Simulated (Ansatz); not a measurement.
Cartesian coordinates in Å:
```
Cl -1.9968 -0.4606 -1.0890
C -0.3405 -0.0121 -0.7324
Br 0.4565 0.9540 -2.2033
O 0.4501 -1.0827 -0.2777
Si 0.3377 0.0736 0.9462
H -0.4731 -0.3076 2.1177
H 1.5660 0.8353 1.2386
```

Total charge 0; spin multiplicity 1.

**Question.** List the PBE/def2-TZVPP orbital energies in eV (Ansatz 0.2.0). (Estimate.)

**Answer.** Computed: Occupied: -13089.14, -2739.43, -1781.07, -1682.26, -1516.67, -1516.55, -1516.55, -511.47, -273.16, -249.97, -229.05, -190.75, -190.46, -190.45, -171.31, -170.96, -170.96, -138.79, -95.58, -95.51, -95.47, -67.95, -67.86, -67.86, -67.60, -67.60, -27.11, -21.66, -19.73, -15.09, -14.10, -12.06, -11.79, -10.94, -9.58, -8.86, -8.15, -7.97, -7.26, -6.89, -6.42. Lowest empty: -2.43, -1.40, -0.50, -0.35, -0.06, 1.85, 2.02, 2.53.
